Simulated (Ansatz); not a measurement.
Input and output for the cluster Si₃W⁻ (the lowest doublet isomer of a short search).

```yaml
crystal:
  periodic: [false, false, false]
  atoms:
    - {symbol: W, position_ang: [0.260437, -1.165988, 0.234430]}
    - {symbol: Si, position_ang: [-1.742024, -0.087163, 0.183775]}
    - {symbol: Si, position_ang: [0.856830, 0.900065, 1.021939]}
    - {symbol: Si, position_ang: [0.624757, 0.353087, -1.440144]}
basis:
  gaussian: {orbitals: def2-TZVPP}
total_charge: -1
magnetization: {spin_polarized: true, initial_magnetization: 1}
hamiltonian: {xc: {name: PBE0}, dispersion: d3bjatm}
scf: {omitted_lower_state_checks: [starts]}
output: {forces: true}
```

```sh
$ ansatz run in.yaml --threads 4 --pin off --events-out ev --progress --plain --max-ram 3916MiB
```

Output, abridged:

```
Functional definition: PBE0
1273 factors; their error is unknown
mean field evaluation 1: about -25445.4270 eV, gradient 2.0e1 eV
mean field evaluation 2: about -25440.4710 eV, gradient 3.8e1 eV
mean field evaluation 4: about -25447.3732 eV, gradient 2.5e0 eV
mean field evaluation 8: about -25447.4166 eV, gradient 9.3e-2 eV
mean field evaluation 16: about -25447.4741 eV, gradient 1.5e-2 eV
mean field evaluation 32: about -25447.4743 eV, gradient 1.5e-4 eV
mean field -25447.47433711 eV, -935.1774329713 hartree, gradient 4.3e-7 eV, S^2 0.768055; 0 other end points of the search recorded, 0 dependent functions left out
reference -25447.47435828 eV, -935.1774337491 hartree; 29, 28 occupied and 153, 154 virtual orbitals, 1273 factors
Total energy: -25447.72024027 eV, -935.1864697457 hartree
Atom 0 at     0.260437    -1.165988     0.234430 Å, force    -0.103311     0.381088    -0.074914 eV/Å
Atom 1 at    -1.742024    -0.087163     0.183775 Å, force     0.239015    -0.079609    -0.004872 eV/Å
Atom 2 at     0.856830     0.900065     1.021939 Å, force    -0.086274    -0.194154    -0.155559 eV/Å
Atom 3 at     0.624757     0.353087    -1.440144 Å, force    -0.049429    -0.107325     0.235345 eV/Å
Dipole moment:     0.300469    -1.041914     0.203147 e Å
Checks for a lower state left out: starts
```

It took 22 s on 4 threads of Arm Neoverse V2 on a shared host, peak host memory 0.92 GiB.

In the def2 sets W takes a core potential; there is no spin–orbit coupling. The highest occupied level of an anion often lies above zero with these methods, and sets without diffuse functions describe the outer electron poorly.

The dipole of an ion depends on the origin.
